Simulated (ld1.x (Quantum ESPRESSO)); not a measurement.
**u(r) = r·R(r): atom against pseudo-atom (Ir (Z = 77))**

Columns: radius, all-electron u(r) and pseudo u(r) of the 6s shell (level -5.55 eV) of iridium in the configuration [Xe] 4f14 5d8 6s1 6p0; PBE, scalar-relativistic, PAW scheme, ld1.x (Quantum ESPRESSO) 7.5.

```csv
r (bohr),all-electron,pseudo
0.264,-0.1247,-0.1391
0.528,0.0771,-0.2711
0.792,0.3003,-0.3895
1.056,0.1256,-0.4894
1.320,-0.1535,-0.5675
1.584,-0.3849,-0.6227
1.848,-0.5361,-0.6556
2.112,-0.6173,-0.6683
2.376,-0.6467,-0.6635
2.640,-0.6410,-0.6442
2.904,-0.6129,-0.6130
3.168,-0.5717,-0.5717
3.432,-0.5238,-0.5238
3.696,-0.4735,-0.4735
3.960,-0.4238,-0.4238
4.224,-0.3764,-0.3764
4.488,-0.3322,-0.3322
4.752,-0.2918,-0.2918
5.016,-0.2552,-0.2552
5.280,-0.2224,-0.2224
5.544,-0.1932,-0.1932
5.808,-0.1674,-0.1674
6.072,-0.1446,-0.1446
6.336,-0.1246,-0.1246
6.600,-0.1071,-0.1071
6.864,-0.0919,-0.0919
```

Problem. How many radial nodes do the two functions have?

Solution. The all-electron 6s function has n − l − 1 = 5 (the table is too coarse to show those close to the nucleus); the pseudo-wave has 0, since the states of the same l below it are removed with the core.

Problem. At about which radius was the pseudo-wave matched?

Solution. 3.04 bohr, where the columns begin to agree (steps of 0.26 bohr).

Problem. Is the pseudo-wave norm-conserving?

Solution. No, it belongs to a PAW set: the norm inside the radius is not constrained, and the difference is carried by the augmentation charge.
